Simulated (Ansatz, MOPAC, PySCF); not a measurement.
Molecule: BeF (charge 0, doublet). SMILES: [Be][F]
Geometry from a B3LYP-D3(BJ)/def2-TZVP (Ansatz, a quantum-chemistry and plane-wave program) optimisation:
```xyz
2

Be     0.0000     0.0000    -0.9505
F      0.0000     0.0000     0.4225
```
Charge 0, spin multiplicity 2.

Unscaled harmonic wavenumbers (cm⁻¹) in rising order, each level at the stationary point that it reaches from this structure (no distance between atoms moves by over 0.3 Å); the order of modes can differ between levels, and a negative number is imaginary. B3LYP-D3(BJ)/def2-TZVP (PySCF, at the structure above): 1226.

PM7 (MOPAC): 1409. Zero-point energy 2.0 against 1.8 kcal/mol; where all levels lie over 400 cm⁻¹, the wavenumbers are on average 1.149 times those of B3LYP-D3(BJ)/def2-TZVP.

HF/3-21G (Ansatz): 1403. Zero-point energy 2.0 against 1.8 kcal/mol; where all levels lie over 400 cm⁻¹, the wavenumbers are on average 1.144 times those of B3LYP-D3(BJ)/def2-TZVP.
